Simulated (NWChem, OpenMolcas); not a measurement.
## How basis sets differ on InSiH4F (SMILES [F][InH][SiH3])

InSiH4F has 7 atoms, charge 0, and is taken as a singlet. As SMILES, `[F][InH][SiH3]`. The coordinates come from a PBE0-D4/def2-TZVP relaxation.

Each level gives the HOMO–LUMO gap (eV). The values are calculated.

```tsv
level	kind	program	value (eV)	CPU time
HF/ANO-R0 (sfX2C)	Hartree–Fock	OpenMolcas	10.88	8.6 s
HF/ANO-RCC-MB (DKH2)	Hartree–Fock	OpenMolcas	11.16	9.6 s
HF/STO-3G	Hartree–Fock	NWChem	12.97	9.5 s
HF/3-21G	Hartree–Fock	OpenMolcas	10.93	5.6 s
HF/def2-SVP (core potential)	Hartree–Fock	NWChem	10.99	21 s
HF/ANO-RCC-VDZP (DKH2, RICD fitting)	Hartree–Fock	OpenMolcas	11.01	30 s
```

All-electron rows without a relativistic Hamiltonian named are non-relativistic, while core potentials hold scalar relativity, so basis and relativity change together. The values span 10.88 to 12.97 eV. A Hartree–Fock LUMO above zero doesn't converge with the basis: it sinks as sets grow more diffuse. Orbital gaps aren't excitation energies. CPU times are rough (shared hosts, several kinds of processor and program).
